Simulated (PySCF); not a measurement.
# H₃TaO + Br₂ → HTaO + 2 HBr

Level: PBE0 in the def2-TZVP basis family, computed in PySCF with density fitting; scalar-relativistic core potentials for atoms from Rb on, none lighter, no spin–orbit coupling; open shells unrestricted.

```tsv
species	state and structure	E (Eh)	ZPE (kJ/mol)	H(298 K) − H(0) (kJ/mol)	S° (J/(mol K))
H₃TaO	singlet, C3v, Ta–H 1.782 Å (×3), Ta–O 1.692 Å; H–Ta–H 114.8° (×3), H–Ta–O 103.4° (×3)	-133.98279	59.5	11.8	263.9
Br₂	singlet, D∞h, Br–Br 2.281 Å	-5147.70672	2.0	9.7	244.8
HTaO	triplet, Cs, Ta–H 1.776 Å, Ta–O 1.695 Å; H–Ta–O 103.7°	-132.73722	20.5	10.5	271.0
HBr	singlet, C∞v, H–Br 1.421 Å	-2574.45811	16.0	8.7	198.5
```

(1) What is the electronic reaction energy?

(2) Add zero-point, thermal and entropy terms for 298.15 K and 1 bar.

## Answers

(1) At PBE0/def2-TZVP, ΔE = 94.7 kJ/mol from the differences of the total energies times 2625.5, uphill. 

(2) ΔZPE = -9.0 and Δ[H(298) − H(0)] = 6.4 kJ/mol give ΔH° = 92.1 kJ/mol. ΔS° = 159.3 J/(mol K), so ΔG° = 92.1 − 298.15 × (0.1593) = 45 kJ/mol and log₁₀K = -7.8. ΔG° would change sign near 580 K if ΔH° and ΔS° stayed fixed.

Spin–orbit coupling can matter for H₃TaO, HTaO and is left out. Open d or f shells are single determinants, so the state found may not be the ground state. Only the bonding shown was studied: isomers, or loss of a ligand pair, can lie lower.
